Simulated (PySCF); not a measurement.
Vertical excitation energies

Species: C4H9NO2Si.
Geometry (GFN2-xTB, Å), atoms numbered from 1 in this order:
```xyz
17
C4H9NO2Si angstrom
C     -3.1719   -0.3528    0.8281
O     -1.8538   -0.0780    0.4624
Si    -1.2458    0.1925   -1.0172
O      0.3231    0.5203   -0.8204
C      1.3063   -0.2209   -0.1640
C      2.5590    0.6523   -0.0128
C      3.6285   -0.0761    0.6148
N      4.4726   -0.6642    1.1127
H     -3.5272   -1.2667    0.3469
H     -3.2023   -0.4790    1.9109
H     -3.8324    0.4686    0.5415
H     -1.4725   -0.9877   -1.8564
H     -1.6918    1.4385   -1.6198
H      1.5465   -1.1177   -0.7494
H      0.9500   -0.5389    0.8222
H      2.8856    0.9903   -0.9999
H      2.3189    1.5316    0.5905
```

Computed, not measured: PySCF, TDDFT wB97X-D/def2-SVPD, vertical, gas phase, core orbitals frozen in the response.

```
state  E (eV)  λ (nm)       f  |μ| (D)     main configurations (H = HOMO, L = LUMO)
   S1    7.53   164.6  0.0010     0.19                       H→L (46%), H→L+1 (40%)
   S2    7.90   156.9   0.026     0.93          H→L+2 (38%), H→L+1 (26%), H→L (19%)
   S3    7.90   156.9  0.0001     0.05   H-4→L+4 (31%), H-2→L+5 (12%), H-4→L+5 (8%)
   S4    8.24   150.4  0.0050     0.40                                H-1→L+1 (56%)
   S5    8.26   150.2   0.022     0.83  H-4→L+5 (19%), H-1→L+1 (16%), H-4→L+4 (11%)
   S6    8.29   149.5  0.0017     0.23  H-2→L+5 (23%), H-2→L+4 (14%), H-5→L+5 (14%)
   S7    8.44   146.9   0.021     0.81       H-1→L (47%), H-3→L (14%), H-1→L+3 (9%)
   S8    8.53   145.3   0.015     0.69      H-3→L (39%), H→L+3 (22%), H-3→L+1 (14%)
```

Triplets, Tamm–Dancoff:

| state | E (eV) | λ (nm) | main configurations (H = HOMO, L = LUMO) |
| --- | --- | --- | --- |
| T1 | 6.62 | 187.2 | H-4→L+5 (30%), H-2→L+4 (14%), H-5→L+4 (11%) |
| T2 | 7.26 | 170.8 | H-4→L+4 (19%), H-4→L+5 (16%), H-2→L+5 (9%) |
| T3 | 7.27 | 170.5 | H-4→L+5 (28%), H-4→L+4 (19%) |

The lowest singlet lies at 7.53 eV (165 nm, vacuum ultraviolet) and is very weak; its leading configuration is HOMO→LUMO (46%). The most intense listed level is S2 at 7.90 eV (157 nm, f = 0.026), 0.37 eV above S1. S2/S3 lie within about 0.01 eV of each other. Löwdin shares by element: HOMO oxygen 40% or more, hydrogen 20% or more, silicon 16% (atoms not listed hold the other 25%); LUMO silicon 28%, carbon 18% or more, oxygen 7% or more, hydrogen 6% or more (atoms not listed hold the other 42%). Weighted by f, the mean energy of these states is 8.24 eV. The oscillator strengths of these states sum to 0.092; summed over the whole spectrum of an exact calculation they would give the number of electrons, 70 (Thomas–Reiche–Kuhn). Of the 8 states listed, 4 reach f = 0.01 and 1 stays under 0.0005. No computed singlet lies in the visible range (380 to 750 nm); the lowest, at 165 nm, stands 4.27 eV above its violet end (3.26 eV). Only the lowest 8 singlets were computed, as vertical energies without vibronic structure.

One conformer stands for the species.
